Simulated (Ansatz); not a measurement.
silyloxysilylformaldehyde (CH6O2Si2), SMILES O=C[SiH2]O[SiH3].

The structure is a stationary point at B3LYP-D3(BJ)/def2-SVP. Other conformers were not sampled.

Two levels are set side by side: PBE/def2-SVPD (Ansatz, a program for electronic structure) and CAM-B3LYP/def2-SVPD (Ansatz). Energy differences of separate SCF runs at the same geometry; the states with an electron removed or added have multiplicity 2 and 2. Differences are taken from unrounded values.

```json
[
 {"quantity": "vertical ionisation energy (eV)", "CAM-B3LYP": "9.64", "PBE": "9.04", "PBE minus CAM-B3LYP": "-0.60"},
 {"quantity": "vertical singlet–triplet gap (eV)", "CAM-B3LYP": "2.52", "PBE": "2.43", "PBE minus CAM-B3LYP": "-0.09"}
]
```
